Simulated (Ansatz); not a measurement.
Stepwise reaction of `F[SiH2]S[SiH2]Cl` with hydrogen chloride, as a gas-phase model of exchange steps in deposition or etching. ΔE in kJ/mol.

Gas-phase electronic energies from Ansatz, PBE0-D4/def2-TZVP geometries. CCSD(T)/CBS adds triple-zeta CCSD(T) − MP2 to the extrapolated MP2 energy (def2 sets, frozen cores). This one scheme is used for every species. Functionals use def2-TZVPP. B3LYP here is the variant with VWN-RPA as its local correlation; programs differ in this. One conformer a species, not always the lowest.

```
step                                                     reaction  PBE-D4  B3LYP-D4  ωB97M-V  CCSD(T)/CBS
   2  `F[SiH](Cl)S[SiH2]Cl` + HCl → `F[Si](Cl)(Cl)S[SiH2]Cl` + H₂   -80.8     -77.9    -80.4        -78.3
```

Question: Give the row of step 1, `F[SiH2]S[SiH2]Cl` + HCl → `F[SiH](Cl)S[SiH2]Cl` + H₂. (Estimate.)

Answer: Computed: 
```tsv
step	reaction	PBE-D4	B3LYP-D4	ωB97M-V	CCSD(T)/CBS
1	`F[SiH2]S[SiH2]Cl` + HCl → `F[SiH](Cl)S[SiH2]Cl` + H₂	-82.3	-82.1	-81.9	-79.7
```

Question: By hand: ΔE of the 2 steps together at CCSD(T)/CBS.

Answer: (-79.7) + (-78.3) = -158.0 kJ/mol, or -79.0 kJ/mol a step.

In ΔE the steps differ by no more than 1.4 kJ/mol. All are downhill at CCSD(T)/CBS. PBE-D4 differs from CCSD(T)/CBS by -2.6 to -2.5 kJ/mol a step. Isolated molecules leave out the surface, adducts and barriers. Largest T1 diagnostic: 0.011.
